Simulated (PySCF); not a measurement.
Correlation energy of Al(2+) (aluminium, charge +2)

[Ne] 3d1, 2D determinant (an excited configuration). Calculation: PySCF 2.14, in dyall-acv3z (19s12p6d4f, 113 functions); the non-relativistic Hamiltonian (point nucleus). Frozen: 1s2; 9 electrons correlated; the 15 highest virtual orbitals of each spin left out.

MP2 pair energies summed by pair of shells (mhartree):

```
 pair   energy  share (%)
2p-2p  -194.05       70.7
2s-2p   -66.17       24.1
2s-2s   -10.30        3.7
2p-3d    -3.70        1.3
2s-3d    -0.41        0.1
```

Total MP2 correlation energy: -274.63 mhartree.

Same-spin part -71.07 and opposite-spin part -203.55 mhartree; SCS-MP2 scales them by 1/3 and 6/5 to -267.95 mhartree.
